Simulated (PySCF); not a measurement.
# Bonding in `C=C(C)P(C)CSC`

Compound: C6H13PS.
Numbering: `[CH2:1]=[C:2]([CH3:3])[P:4]([CH3:5])[CH2:6][S:7][CH3:8]` (hydrogens: H9, H10 on C1; H11, H12, H13 on C3; H14, H15, H16 on C5; H17, H18 on C6; H19, H20, H21 on C8)

Structure used (GFN2-xTB), in Å, numbered top down from 1:
```xyz
21
C6H13PS angstrom
C     -1.603    1.759   -0.184
C     -1.736    0.441   -0.241
C     -3.047   -0.234    0.029
P     -0.405   -0.683   -0.828
C     -0.452   -1.935    0.535
C      1.078    0.273   -0.224
S      2.550   -0.802   -0.246
C      3.812    0.475    0.018
H     -0.678    2.264   -0.404
H     -2.431    2.394    0.091
H     -3.017   -0.760    0.984
H     -3.855    0.493    0.064
H     -3.261   -0.965   -0.750
H     -1.335   -2.561    0.423
H     -0.453   -1.458    1.514
H      0.432   -2.564    0.438
H      0.927    0.650    0.791
H      1.274    1.099   -0.910
H      4.769   -0.033    0.065
H      3.619    0.990    0.956
H      3.802    1.174   -0.813
```

Bond orders from the PBE0/pcSseg-1 density (PySCF). Geometry: GFN2-xTB, one conformer, isolated molecule.

(1) Where do the orders between heavy atoms depart from those drawn in the SMILES?

(2) Give the Mayer order of every bond, beside its length.

Results:

(1) The largest departure is 0.100, at C2–P4 (drawn single, 0.900).

(2) 
```
  bond  drawn as  length (Å)  Mayer order
 C1–C2    double       1.326        1.950
 C2–C3    single       1.499        1.045
 C2–P4    single       1.838        0.900
 P4–C5    single       1.851        0.992
 P4–C6    single       1.865        0.931
 C6–S7    single       1.822        0.982
 S7–C8    single       1.815        0.999
 C1–H9    single       1.076        0.949
C1–H10    single       1.079        0.945
C3–H11    single       1.090        0.947
C3–H12    single       1.088        0.961
C3–H13    single       1.090        0.946
C5–H14    single       1.088        0.955
C5–H15    single       1.090        0.942
C5–H16    single       1.089        0.947
C6–H17    single       1.093        0.910
C6–H18    single       1.091        0.923
C8–H19    single       1.085        0.959
C8–H20    single       1.087        0.951
C8–H21    single       1.087        0.951
```

Bonds between the same two heavy elements. C–C: lowest C2–C3 (1.045, 1.499 Å), highest C1–C2 (1.950, 1.326 Å). C–P: lowest C2–P4 (0.900, 1.838 Å), highest P4–C5 (0.992, 1.851 Å); in 2 of the 3 pairs the longer bond (by over 0.003 Å) has the higher order (by 0.02 or more). C–S: all 2 within 0.02 of one another (0.982 to 0.999).

**Question.** Sum the orders of all bonds at each heavy atom with more than one neighbour and set the sums beside the valence in the SMILES.

**Answer.** C1 3.844 (drawn 4), C2 3.895 (drawn 4), C3 3.899 (drawn 4), P4 2.823 (drawn 3), C5 3.836 (drawn 4), C6 3.746 (drawn 4), S7 1.981 (drawn 2), C8 3.860 (drawn 4). Orders between atoms that aren't bonded are not in these sums.

The Mayer order sums products of elements of PS (density times overlap matrix) between the two atoms' basis functions, so it depends on the basis set.
